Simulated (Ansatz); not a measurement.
The multiplicity is imposed and other spin states were not computed.

All values below come from frozen-core CCSD(T)/def2-TZVPP // r2SCAN-D4/def2-SVP run with Ansatz (a quantum-chemistry and plane-wave program).

Ansatz 0.2 input:
```yaml
crystal:
  periodic: [false, false, false]
  atoms:
    - { symbol: Ag, position_ang: [0.054048, -0.025947, -0.0281] }
    - { symbol: O, position_ang: [1.636192, 0.649527, -2.664047] }
    - { symbol: C, position_ang: [1.065667, 0.405836, -1.713887] }
    - { symbol: C, position_ang: [-0.985012, -0.469125, 1.704082] }
    - { symbol: H, position_ang: [-1.281298, -1.531126, 1.727099] }
    - { symbol: H, position_ang: [-1.901277, 0.139519, 1.782652] }
    - { symbol: H, position_ang: [-0.369132, -0.270255, 2.597004] }
basis:
  gaussian: { orbitals: def2-TZVPP }
correlation:
  method: ccsd_t
```

Output:

```
Functional definition: HF
1216 factors; integrals over basis functions are off by at most 1.3e-3 eV
mean field evaluation 1: about -8117.4441 eV, gradient 4.7e1 eV
mean field evaluation 2: about -8117.8084 eV, gradient 4.7e1 eV
mean field evaluation 4: about -8122.3121 eV, gradient 4.0e0 eV
mean field evaluation 8: about -8122.3737 eV, gradient 3.6e-1 eV
mean field evaluation 16: about -8122.3744 eV, gradient 2.4e-6 eV
mean field -8122.37437664 eV, -298.4917527985 hartree, gradient 2.4e-6 eV, S^2 0.000000; 0 other end points of the search recorded, 0 dependent functions left out
3 core orbitals not correlated
reference -8122.37437664 eV, -298.4917527985 hartree; 18, 18 occupied and 170, 170 virtual orbitals, 1216 factors
second order -34.54826647 eV of doubles, -0.00000000 eV of singles
cycle   1  -32.37881817 eV  change     2.2e0 eV  update   1.7e-1
cycle   2  -33.36162748 eV  change   -9.8e-1 eV  update   7.3e-2
cycle   3  -33.60839163 eV  change   -2.5e-1 eV  update   3.0e-2
cycle   4  -33.61120035 eV  change   -2.8e-3 eV  update   1.2e-2
cycle   5  -33.58095715 eV  change    3.0e-2 eV  update   4.7e-3
cycle   6  -33.58476662 eV  change   -3.8e-3 eV  update   1.8e-3
cycle   7  -33.58581208 eV  change   -1.0e-3 eV  update   6.3e-4
cycle   8  -33.58522533 eV  change    5.9e-4 eV  update   2.6e-4
cycle   9  -33.58511098 eV  change    1.1e-4 eV  update   8.5e-5
cycle  10  -33.58522282 eV  change   -1.1e-4 eV  update   3.6e-5
cycle  11  -33.58515513 eV  change    6.8e-5 eV  update   1.7e-5
cycle  12  -33.58513274 eV  change    2.2e-5 eV  update   7.3e-6
perturbative correction -1.39346674 eV, -0.0512089583 hartree
Total energy: -8157.35297613 eV, -299.7771926202 hartree
```

Cost: very roughly 2.1 core-minutes.
